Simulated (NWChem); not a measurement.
# C6H5F; SMILES Fc1ccccc1

Task: Give the equilibrium geometry at PBE0/def2-SVP (NWChem) as a list of bonds and angles, with the point group.

Result: point group C2v; any orientation.
Bonded distances (Å): F1–C2 1.333, C2–C3 1.390, C2–C7 1.390, C3–C4 1.394, C3–H8 1.092, C4–C5 1.395, C4–H9 1.093, C5–C6 1.395, C5–H10 1.092, C6–C7 1.394, C6–H11 1.093, C7–H12 1.092. Bond angles (°): F1–C2–C3 119.1, F1–C2–C7 119.1, C3–C2–C7 121.8, C2–C3–C4 118.8, C2–C3–H8 119.3, C4–C3–H8 121.9, C3–C4–C5 120.5, C3–C4–H9 119.4, C5–C4–H9 120.1, C4–C5–C6 119.7, C4–C5–H10 120.1, C6–C5–H10 120.1, C5–C6–C7 120.5, C5–C6–H11 120.1, C7–C6–H11 119.4, C2–C7–C6 118.8, C2–C7–H12 119.3, C6–C7–H12 121.9.
